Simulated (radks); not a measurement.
Results of a calculation; reference values are marked as such.
All-electron atom: Cu2+ in [Ar] 3d9. Code: a radial shooting solver on a logarithmic mesh with Libxc functionals. Model: scalar-relativistic Kohn-Sham, PBEsol, spin-polarised, spherical densities, finite nucleus; open shells are filled with parallel spins first; Fermi nuclear charge, rms radius 3.8823 fm. Some entries of the table are withheld. Estimate them.

orbital,occ.,eigenvalue (eV),<1/r> (bohr^-1)
1s up,1,-8868.472,29.14
1s down,1,-8868.470,29.14
2s up,1,-1087.380,6.322
2s down,1,-1086.771,6.324
2p up,3,-942.2763,6.206
2p down,3,-941.8164,6.208
3s up,1,-140.4844,2.002
3s down,1,-139.3385,1.999
3p up,3,-97.9674,(1)
3p down,3,-96.8430,(2)
3d up,5,-30.1014,1.464
3d down,4,-29.0568,1.454

Answer. 
(1) 3p up <1/r> (bohr^-1): 1.851
(2) 3p down <1/r> (bohr^-1): 1.848
